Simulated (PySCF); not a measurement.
Pt(OH)₂ (triplet). Method: UBP86/[Pt def2-TZVP with ECP60, O def2-TZVP, H def2-TZVP], scalar-relativistic core potentials, density fitting, no spin–orbit coupling, PySCF.

Harmonic bands of its minimum:

| ω (cm⁻¹) | IR (km/mol) |
| --- | --- |
| 161 | 8.3 |
| 218 | 22.5 |
| 360 | 69.1 |
| 635 | 7.1 |
| 636 | 456 |
| 680 | 4.0 |
| 683 | 39.5 |
| 3674 | 59.0 |
| 3674 | 232 |

**Question.** The central atom is Pt. Infer the point group and assign the bands.

**Answer.** C2. The modes span 5a + 4b: 161 a, 218 b, 360 a, 635 a, 636 b, 680 a, 683 b, 3674 a, 3674 b. The computed geometry has O–H 0.975 Å (×2), Pt–O 1.877 Å (×2); H–O–Pt 119.0° (×2), O–Pt–O 173.7°.

Only a few start shapes were tried, so a lower isomer may exist. With open d or f shells other occupations or spin states may lie lower. No spin–orbit coupling is included, which matters more the heavier the element.
